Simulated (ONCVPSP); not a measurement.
Configuration tests for Fe (ONCV)

* Element: iron
* Generator: ONCVPSP 4.0.1
* Type: optimised norm-conserving Vanderbilt (ONCV)
* Functional: PBE
* Relativity: non-relativistic
* Frozen core: [Ne]
* Valence charge: 16
* Reference configuration: 3s2 3p6 3d6 4s2
* Partial waves: 3s+4s: rc 1.25 bohr, ncon 4, nbas 7, qcut 12 1/bohr, 2 projectors; 3p: rc 1.05 bohr, ncon 4, nbas 9, qcut 14.1 1/bohr, 2 projectors, debl 0.9 Ha; 3d: rc 1.05 bohr, ncon 4, nbas 9, qcut 15.9 1/bohr, 2 projectors, debl 0.7 Ha
* Local potential: polynomial inside 0.75 bohr (lpopt 4, dvloc0 1 Ha)
* Core correction: polynomial model core, fcfact 0.6

In the p channel the program set the typed energies aside and used -2.191, 0.250 Ha.

Energies are relative to the spin-unpolarised reference configuration 3s2 3p6 3d6 4s2; without spin polarisation the order of configurations can differ from experiment.

Task: Give the all-electron excitation energy and the error of the potential for: 3s2 3p6 3d6 4s1; 3s2 3p6 3d6 4s0; 3s2 3p6 3d5 4s0; 3s2 3p6 3d7 4s0.

Result:

| valence configuration | charge | ΔE all-electron (eV) | error AE − PS (meV) |
| --- | --- | --- | --- |
| 3s2 3p6 3d6 4s1 | +1 | 8.600 | +0.3 |
| 3s2 3p6 3d6 4s0 | +2 | 24.593 | +1.4 |
| 3s2 3p6 3d5 4s0 | +3 | 59.031 | +1.0 |
| 3s2 3p6 3d7 4s0 | +1 | 6.177 | +5.5 |
